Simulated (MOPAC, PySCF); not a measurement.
Cl3Ga, SMILES `[Cl][Ga]([Cl])[Cl]`, neutral singlet in the gas phase. 

Cartesian coordinates (Å):
```xyz
4

Cl    -1.0263     1.8441     0.0349
Ga     0.0001    -0.0002     0.0000
Cl    -1.0840    -1.8114     0.0173
Cl     2.1102    -0.0325    -0.0521
```
Charge 0, multiplicity 1.

All levels are single points at this geometry (r2SCAN-D4/def2-TZVP); Pople sets use spherical d functions. Orbital energies aren't observables, and empty levels follow the basis.

```tsv
level	HOMO (eV)	LUMO (eV)	gap (eV)	dipole (D)	vertical IE, Delta-SCF (eV)
r2SCAN-D4/def2-TZVP in PySCF	-8.40	-2.62	5.78	0.00	11.20
B3LYP/3-21G in PySCF	-9.38	-2.68	6.70	0.00	–
B3LYP/6-31G* in PySCF	-9.12	-2.40	6.71	0.00	11.37
B3LYP/LANL2DZ in PySCF	-9.46	-2.70	6.77	0.00	–
PBE/6-31G* in PySCF	-7.99	-3.04	4.96	0.00	10.91
HF/6-31G* in PySCF	-12.82	1.28	14.10	0.00	12.19
AM1 in MOPAC	-12.53	-3.45	9.08	0.00	–
PM3 in MOPAC	-11.46	-4.16	7.30	0.00	–
PM7 in MOPAC	-12.01	-1.24	10.77	0.00	–
```
